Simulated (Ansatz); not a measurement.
Consider the isomerisation: `C[SiH2]N[SiH2]O` → `NC([SiH3])[SiH2]O`.

Gas-phase electronic energies from Ansatz, PBE0-D4/def2-TZVP geometries. CBS: MP2 limit from def2 TZ/QZ plus the TZ coupled-cluster correction, frozen cores. Functionals use def2-TZVPP. B3LYP here is the variant with VWN-RPA as its local correlation; programs differ in this. One conformer a species, not always the lowest.

Q: Is it downhill or uphill in electronic energy at CCSD(T)/CBS, and by how much? (An estimate is asked.)

A: Ansatz gave: Uphill: ΔE = +224.4 kJ/mol.

Q: What do these levels give: r2SCAN-D4, r2SCAN, B3LYP, SCS-MP2/def2-TZVPP, CCSD/def2-TZVPP, MP2/def2-QZVPP? (An estimate is asked.)

A: The calculation gave: r2SCAN-D4 221.3, r2SCAN 221.8, B3LYP 223.6, SCS-MP2/def2-TZVPP 228.2, CCSD/def2-TZVPP 225.0, MP2/def2-QZVPP 231.5 kJ/mol.

Largest T1 diagnostic among the species: 0.011.

In def2-TZVPP, CCSD(T) changes the Hartree–Fock value by −18.8 kJ/mol (the triples alone add −3.1 kJ/mol) and MP2 by −11.3 kJ/mol. The D4 term adds −4.1 kJ/mol with B3LYP and −2.1 kJ/mol with PBE0; it sums over pairs of atoms, weighted by their polarisabilities, and B3LYP, whose exchange is more repulsive, gets the larger term.
